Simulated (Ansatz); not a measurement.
One geometry of Be4Se3⁺, several levels of theory.

```yaml
crystal:
  periodic: [false, false, false]
  atoms:
    - {symbol: Be, position_ang: [-1.032174, 0.739055, -0.981170]}
    - {symbol: Be, position_ang: [-0.379349, 0.106802, 1.635963]}
    - {symbol: Be, position_ang: [-0.121626, -1.675672, 0.016386]}
    - {symbol: Be, position_ang: [1.449155, 0.564912, -0.394279]}
    - {symbol: Se, position_ang: [0.543992, 1.703401, -1.794451]}
    - {symbol: Se, position_ang: [-1.973863, -0.596779, 0.346354]}
    - {symbol: Se, position_ang: [1.513875, -0.841708, 1.171198]}
basis:
  gaussian: {orbitals: def2-TZVP, initial_orbitals: start.molden}
total_charge: 1
magnetization: {spin_polarized: true, initial_magnetization: 1}
hamiltonian: {xc: pbe, dispersion: d4}
scf: {omitted_lower_state_checks: [starts]}
output: {forces: true, orbitals: {seedname: orbitals}}
```

The file start.molden holds the orbitals of an earlier run on this structure, at another level or in another basis.

```sh
$ ansatz run in.yaml --threads 4 --pin off --events-out ev --progress --plain --max-ram 4787MiB
```

Output, abridged:

```
Functional definition: PBE
1725 factors; their error is unknown
mean field evaluation 1: about -197620.1964 eV, gradient 1.0e1 eV
mean field evaluation 2: about -197620.3353 eV, gradient 1.9e-1 eV
mean field evaluation 4: about -197620.2400 eV, gradient 9.5e-3 eV
mean field -197620.23999515 eV, -7262.4098680119 hartree, gradient 4.9e-5 eV, S^2 0.760636; 0 other end points of the search recorded, 0 dependent functions left out
reference -197620.24004717 eV, -7262.4098699238 hartree; 59, 58 occupied and 161, 162 virtual orbitals, 1725 factors
Total energy: -197620.58081571 eV, -7262.4223929366 hartree
Atom 0 at    -1.032174     0.739055    -0.981170 Å, force     0.162183    -0.116094     0.154744 eV/Å
Atom 1 at    -0.379349     0.106802     1.635963 Å, force     0.064408    -0.039380    -0.287526 eV/Å
Atom 2 at    -0.121626    -1.675672     0.016386 Å, force     0.016749     0.297838     0.018670 eV/Å
Atom 3 at     1.449155     0.564912    -0.394279 Å, force    -0.228547    -0.088265     0.061740 eV/Å
Atom 4 at     0.543992     1.703401    -1.794451 Å, force     0.032741     0.100092    -0.106206 eV/Å
Atom 5 at    -1.973863    -0.596779     0.346354 Å, force    -0.071199    -0.073472     0.068214 eV/Å
Atom 6 at     1.513875    -0.841708     1.171198 Å, force     0.023664    -0.080719     0.090363 eV/Å
Dipole moment:    -0.049127    -0.153903     0.162472 e Å
Checks for a lower state left out: starts
```

Hardware: 4 threads of Arm Neoverse V1 on a shared host. Wall time 7.5 s.

First input, but with `gaussian: {orbitals: def2-SVP, initial_orbitals: start.molden}`, `correlation: {method: ccsd_t}`, `scf: {omitted_lower_state_checks: [starts, cluster_reference]}`, `output: {orbitals: {seedname: orbitals}}` and without the key `hamiltonian` (abridged; 2.2 min):

```
Functional definition: HF
mean field -197475.70125692 eV, -7257.0981673539 hartree, gradient 9.9e-6 eV, S^2 0.806286
27 core orbitals not correlated: weight in the atoms' cores, before any rotation towards them, 1.000 or more for the frozen orbitals, at most 0.000 for the correlated occupied ones
second order -21.62231602 eV of doubles, -0.00000000 eV of singles
cycle   1  -21.09255417 eV  change   -2.4e-1 eV  update   1.0e-1
cycle   2  -21.69919677 eV  change   -6.1e-1 eV  update   3.8e-2
cycle   3  -21.73955843 eV  change   -4.0e-2 eV  update   1.9e-2
cycle   4  -21.73480733 eV  change    4.8e-3 eV  update   8.3e-3
cycle   5  -21.73895897 eV  change   -4.2e-3 eV  update   3.7e-3
cycle   6  -21.73693051 eV  change    2.0e-3 eV  update   2.0e-3
cycle   7  -21.73818153 eV  change   -1.3e-3 eV  update   1.4e-3
cycle   8  -21.73886378 eV  change   -6.8e-4 eV  update   9.2e-4
cycle   9  -21.73818047 eV  change    6.8e-4 eV  update   4.8e-4
cycle  10  -21.73835227 eV  change   -1.7e-4 eV  update   1.8e-4
cycle  11  -21.73833952 eV  change    1.3e-5 eV  update   8.7e-5
cycle  12  -21.73831748 eV  change    2.2e-5 eV  update   4.6e-5
perturbative correction -0.76737030 eV, -0.0282003384 hartree
WARN: these amplitudes may be one of several solutions (largest doubles amplitude 0.07, level shift 1.42 eV)
Total energy: -197498.20694470 eV, -7257.9252361250 hartree
Checks for a lower state left out: starts, cluster_reference
```

As the first input, with `hamiltonian: {xc: r2scan, dispersion: d4}`, `output: {orbitals: {seedname: orbitals}}` (abridged; 20 s):

```
Functional definition: r2SCAN
mean field -197651.29732750 eV, -7263.5512039244 hartree, gradient 2.6e-5 eV, S^2 0.771588
Total energy: -197651.37031319 eV, -7263.5538860991 hartree
Checks for a lower state left out: starts
```

The first input with `hamiltonian: {xc: pbe0, dispersion: d4}`, `output: {orbitals: {seedname: orbitals}}` (abridged; 16 s):

```
Functional definition: PBE0
mean field -197627.11128913 eV, -7262.6623834081 hartree, gradient 1.9e-5 eV, S^2 0.766266
Total energy: -197627.40738083 eV, -7262.6732645776 hartree
Checks for a lower state left out: starts
```

The first input with `hamiltonian: {xc: {name: r2SCAN0}, dispersion: d4}`, `output: {orbitals: {seedname: orbitals}}` (abridged; 25 s):

```
Functional definition: r2SCAN0
mean field -197650.66336282 eV, -7263.5279061521 hartree, gradient 1.8e-5 eV, S^2 0.774331
Total energy: -197650.75717023 eV, -7263.5313535108 hartree
Checks for a lower state left out: starts
```

The first input with `gaussian: {orbitals: def2-SVP, initial_orbitals: start.molden}`, `hamiltonian: {xc: pbe0, dispersion: d4}`, `output: {orbitals: {seedname: orbitals}}` (abridged; 6.5 s):

```
Functional definition: PBE0
mean field -197601.24703529 eV, -7261.7118896111 hartree, gradient 2.6e-5 eV, S^2 0.765115
Total energy: -197601.54312653 eV, -7261.7227707635 hartree
Checks for a lower state left out: starts
```

The first input with `gaussian: {orbitals: STO-3G}`, `hamiltonian: {xc: hf}`, `output: {orbitals: {seedname: orbitals}}` (abridged; 1.1 s):

```
Functional definition: HF
mean field evaluation 16: about -195339.9851 eV, gradient 1.4e-5 eV
mean field -195339.98508639 eV, -7178.6120457273 hartree, gradient 1.4e-5 eV, S^2 0.834251
Total energy: -195339.98508639 eV, -7178.6120457273 hartree
Checks for a lower state left out: starts
```

Geometry: B3LYP-D4/def2-SVP.

Correlated methods freeze 27 core orbitals; core or outer-core shells of Se are correlated, in sets that lack core-valence functions. At CCSD(T)/def2-SVP the program marks the result for the charge 1 doublet as doubtful (other roots). Another isomer (doublet) lies 0.64 eV lower at PBE0-D4/def2-TZVP; other spin states weren't run for this one.
